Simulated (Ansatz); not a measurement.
Two isomers of C2H9BOSi: A = `CBC[SiH2]O`, B = `BO[SiH](C)C`.

Isolated molecules relaxed with PBE0-D4/def2-TZVP in Ansatz; ΔE leaves out vibrations. CCSD(T)/CBS is the MP2 limit (def2-TZVPP, def2-QZVPP) plus CCSD(T) − MP2 in def2-TZVPP, frozen cores. DFT in def2-TZVPP. B3LYP here is the variant with VWN-RPA as its local correlation; programs differ in this. Each species was taken in one conformer, which may not be the lowest.

A:

```xyz
14

C    -1.341   -1.166    1.352
B    -1.234    0.101    0.448
C     0.075    0.901    0.259
Si    1.071    0.222   -1.167
O     2.435    1.147   -1.254
H    -1.739   -2.012    0.780
H    -2.092   -0.983    2.131
H    -0.412   -1.473    1.837
H    -2.213    0.443   -0.163
H     0.755    0.827    1.116
H    -0.085    1.952   -0.001
H     1.421   -1.208   -0.935
H     0.308    0.297   -2.444
H     3.054    0.955   -1.959
```

B:

```xyz
14

B    -1.857   -1.236   -0.873
O    -1.215   -0.058   -0.872
Si    0.307    0.447   -0.416
C     1.316   -0.963    0.260
C     0.083    1.808    0.830
H    -2.987   -1.267   -1.276
H    -1.309   -2.234   -0.477
H     0.941    0.981   -1.651
H     2.318   -0.608    0.519
H     1.424   -1.766   -0.473
H     0.864   -1.385    1.160
H    -0.386    1.431    1.742
H     1.048    2.245    1.101
H    -0.547    2.603    0.426
```

(1) Which is lower in electronic energy at CCSD(T)/CBS, and by how much? (An estimate is asked.)

(2) Give E(B) − E(A) in kcal/mol with CCSD/def2-TZVPP, B3LYP-D4, HF/def2-TZVPP, PBE-D4, B3LYP, PBE0-D4, ωB97M-V. (Estimate.)

Largest T1 diagnostic: 0.012.

Answers

(1) Ansatz gave: B, by 28.7 kcal/mol.

(2) Ansatz gave: CCSD/def2-TZVPP -29.0, B3LYP-D4 -29.7, HF/def2-TZVPP -31.1, PBE-D4 -26.9, B3LYP -29.3, PBE0-D4 -27.2, ωB97M-V -28.8. None reverses the order clearly.

In def2-TZVPP, CCSD(T) changes the Hartree–Fock value by +2.2 kcal/mol (the triples alone add +0.1 kcal/mol) and MP2 by +2.3 kcal/mol.
